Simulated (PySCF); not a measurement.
Species: C9H15N.
SMILES with atom numbers: `[CH2:1]=[N:2][C@@:3]12[CH2:4][CH2:5][CH2:6][C@@H:7]([CH2:8][CH2:9]1)[CH2:10]2` (hydrogens: H11, H12 on C1; H13, H14 on C4; H15, H16 on C5; H17, H18 on C6; H19 on C7; H20, H21 on C8; H22, H23 on C9; H24, H25 on C10)

Computed by this run: PBE0-D3(BJ)/def2-SVP geometry optimisation, gas phase (PySCF); density fitting, grid level 1; the optimiser is geomeTRIC in internal coordinates, started from a GFN2-xTB structure with every atom displaced at random (about 0.01 Å).

Step 0: E = -11046.9249 eV
```
atom  x, y, z in Å  |  force x, y, z in eV/Å
C1      3.1956    0.2253    0.3784   -2.126   1.610  -0.336
N2      2.1723   -0.5047    0.2991    0.165  -0.620   0.093
C3      0.8074   -0.0536    0.1150    1.549   0.472   0.683
C4      0.6527    1.4543   -0.1225   -2.429  -0.749   0.441
C5     -0.8508    1.7599   -0.4177    0.618   0.739   1.147
C6     -1.7901    1.0937    0.5877    0.510  -0.402  -0.220
C7     -1.4077   -0.3855    0.7807   -0.733   0.194   0.264
C8     -1.2659   -1.1111   -0.5664   -1.036  -0.022   0.152
C9      0.1776   -0.8892   -0.9764   -0.060  -0.113  -1.176
C10    -0.0064   -0.4659    1.3573   -0.086  -0.285  -0.922
H11     4.1307   -0.2202    0.5310    1.876  -0.915   0.295
H12     3.1826    1.3427    0.3100    0.009  -0.324  -0.014
H13     1.2037    1.7910   -0.9702    0.986   0.365  -0.842
H14     0.9254    2.0019    0.7796    0.386   0.224   0.218
H15    -1.0998    1.4263   -1.4164   -0.119  -0.083  -0.657
H16    -0.9992    2.8626   -0.3690   -0.007  -0.363  -0.267
H17    -1.7228    1.6035    1.5557   -0.038   0.123   0.222
H18    -2.8252    1.1827    0.2432   -0.253   0.008  -0.055
H19    -2.1538   -0.8699    1.4362    0.045   0.028  -0.086
H20    -1.5038   -2.1734   -0.4194    0.132  -0.127  -0.082
H21    -2.0091   -0.7386   -1.3037    0.248  -0.079   0.163
H22     0.2679   -0.4167   -1.9699   -0.003   0.140   0.092
H23     0.7219   -1.8294   -1.0830    0.176  -0.238   0.238
H24     0.1523    0.1988    2.1933    0.179   0.373   0.623
H25     0.2697   -1.4943    1.6379    0.011   0.042   0.028
```

Step 1: E = -11047.1508 eV
```
atom  x, y, z in Å  |  force x, y, z in eV/Å
C1      3.1835    0.2640    0.3156    0.696  -0.405   0.074
N2      2.1959   -0.5147    0.3789   -0.243   0.001   0.053
C3      0.8403   -0.0653    0.1658   -0.394  -0.061  -0.136
C4      0.6249    1.4338   -0.0813    0.233   0.187  -0.261
C5     -0.8367    1.7764   -0.3776    0.009  -0.180  -0.173
C6     -1.8032    1.0944    0.5856   -0.090   0.046   0.036
C7     -1.4458   -0.3808    0.7763    0.075   0.023  -0.025
C8     -1.2835   -1.1098   -0.5692    0.067   0.025  -0.005
C9      0.1925   -0.8974   -0.9738    0.064   0.003   0.121
C10    -0.0376   -0.4807    1.3595    0.077   0.089   0.135
H11     4.1906   -0.1742    0.5091   -0.362   0.298  -0.111
H12     3.1525    1.3364    0.0685   -0.076   0.151   0.025
H13     1.2508    1.7758   -0.9357   -0.128  -0.082   0.265
H14     0.9613    1.9895    0.8114    0.049   0.022  -0.005
H15    -1.0745    1.4569   -1.4118    0.030   0.063   0.150
H16    -0.9801    2.8674   -0.3646    0.007   0.035   0.006
H17    -1.7740    1.5975    1.5691   -0.006  -0.025  -0.025
H18    -2.8382    1.1952    0.2140    0.046  -0.001   0.013
H19    -2.1956   -0.8670    1.4177   -0.028  -0.004   0.026
H20    -1.4916   -2.1811   -0.4442   -0.019  -0.057   0.010
H21    -1.9885   -0.7374   -1.3273   -0.035   0.006  -0.022
H22     0.3102   -0.3966   -1.9441    0.015   0.041  -0.091
H23     0.7333   -1.8504   -1.0346    0.018  -0.069  -0.013
H24     0.1221    0.1710    2.2377   -0.005  -0.093  -0.053
H25     0.2164   -1.5131    1.6454    0.000  -0.012   0.004
```

Question: Estimate the geometry and energy of step 2. (The exact step hangs on the optimiser's Hessian estimate; all steps are aligned on step 1, rigid shifts and turns removed.)

Answer: E = -11047.1531 eV, largest force 0.414 eV/Å
```
atom  x, y, z in Å  |  force x, y, z in eV/Å
C1      3.1686    0.2663    0.3210   -0.075   0.359   0.046
N2      2.1881   -0.5272    0.3696    0.346  -0.201  -0.105
C3      0.8317   -0.0783    0.1593   -0.083   0.011   0.041
C4      0.6397    1.4244   -0.0872   -0.022   0.032  -0.053
C5     -0.8190    1.7749   -0.3815    0.000  -0.023  -0.012
C6     -1.7914    1.1012    0.5841   -0.003   0.007   0.004
C7     -1.4450   -0.3776    0.7764   -0.008  -0.016  -0.007
C8     -1.2906   -1.1129   -0.5686   -0.006   0.009   0.001
C9      0.1856   -0.9115   -0.9774    0.044   0.020   0.042
C10    -0.0379   -0.4890    1.3594    0.012   0.041   0.007
H11     4.2071   -0.0795    0.4613   -0.208  -0.229   0.050
H12     3.0635    1.3541    0.1541    0.066   0.015  -0.064
H13     1.2688    1.7565   -0.9326   -0.024  -0.022   0.045
H14     0.9872    1.9765    0.8042   -0.010   0.000  -0.006
H15    -1.0601    1.4606   -1.4114    0.002   0.008   0.013
H16    -0.9527    2.8682   -0.3675   -0.012   0.005   0.004
H17    -1.7578    1.6030    1.5670    0.000  -0.003  -0.001
H18    -2.8243    1.2106    0.2134    0.006  -0.004  -0.004
H19    -2.1991   -0.8563    1.4204   -0.012   0.010  -0.002
H20    -1.5073   -2.1837   -0.4385   -0.003   0.002   0.001
H21    -1.9966   -0.7382   -1.3266   -0.009  -0.005   0.009
H22     0.3060   -0.4136   -1.9524   -0.001  -0.005   0.004
H23     0.7206   -1.8703   -1.0359    0.001   0.011   0.007
H24     0.1301    0.1560    2.2374    0.004  -0.018  -0.004
H25     0.2096   -1.5241    1.6426   -0.004  -0.004  -0.015
```

The energy changes by -0.0023 eV. The first-order estimate −F·Δx gives -0.0422 eV and the mean of the old and new forces, exact on a quadratic surface, -0.0028 eV. The step makes an angle of 80° with the force vector and moves no atom by more than 0.125 Å.

What follows is the cost of the whole optimisation. On one thread of an AMD EPYC 9R45, shared host with 64 logical CPUs at a one-minute load of 13, this took 1.8 min and 0.95 GiB of memory at its peak.
